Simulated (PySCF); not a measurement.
C6H4Cl, SMILES Clc1c[c]ccc1, multiplicity 2.

Geometry optimised at B3LYP-D3(BJ)/def2-SVP. The isomer is the one that the SMILES or the coordinates give; other isomers of the formula were not compared.

The numbers are results of SMD-B3LYP/def2-SVP run with PySCF, not measurements.

Solvation free energies are E(SMD) − E(gas) at the gas-phase geometry, for 1 M in both phases. In vacuum the dipole moment is 1.27 D.

| solvent | ΔG(solv) (kcal/mol) | its non-electrostatic (CDS) part | dipole (D) |
|---|---|---|---|
| water | ___ | ___ | ___ |
| ethylethanoate | -4.8 | -2.5 | 1.66 |
| ethanol | -4.2 | -1.3 | 1.75 |

Question: Some entries are withheld; supply them. (The exact figures need the calculation; the answer reports its results.)

Answer: 
- water, ΔG(solv) (kcal/mol): -0.1
- water, its non-electrostatic (CDS) part: 3.0
- water, dipole (D): 1.77
